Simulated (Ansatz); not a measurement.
Start from `B/C=[CH]/[AlH][SiH3]` and change one atom or group to get `B/C=C/[Se][SiH3]`.

Ansatz, PBE0-D4/def2-TZVP geometries, multiplicity 1. Each molecule was computed in one conformer, which needn't be the lowest.

Scalar relativity is left out up to krypton.

```tsv
property	`B/C=[CH]/[AlH][SiH3]`
HOMO–LUMO gap (PBE0/def2-TZVPP) / eV	4.73
size of the dipole moment (B3LYP/def2-TZVPP) / D	0.76
LUMO energy (B3LYP/def2-TZVPP) / eV	-3.04
size of the dipole moment (PBE/def2-TZVPP) / D	0.74
LUMO energy (PBE0/def2-TZVPP) / eV	-2.86
HOMO–LUMO gap (ωB97M-V/def2-TZVPP) / eV	8.60
```

Q: Give the same properties after the change, and the shifts. (Estimate.)

A: Computed: 
```
                                        property  `B/C=C/[Se][SiH3]`  shift
            HOMO–LUMO gap (PBE0/def2-TZVPP) / eV                4.87   0.14
size of the dipole moment (B3LYP/def2-TZVPP) / D                2.17   1.41
             LUMO energy (B3LYP/def2-TZVPP) / eV               -2.22   0.82
  size of the dipole moment (PBE/def2-TZVPP) / D                2.39   1.65
              LUMO energy (PBE0/def2-TZVPP) / eV               -2.05   0.81
         HOMO–LUMO gap (ωB97M-V/def2-TZVPP) / eV                8.79   0.19
```

With PBE0 the HOMO rises by 0.66 eV and the LUMO rises by 0.81 eV, so the gap widens by about 0.15 eV. PBE moves the HOMO by 0.48 eV and ωB97M-V by 0.70 eV. Dipoles are sizes alone; their direction can turn.

B3LYP here is the variant with VWN-RPA as its local correlation; programs differ in this.

Spin–orbit coupling is left out; it splits and shifts lone-pair levels of the heavy atoms by tenths of an eV.
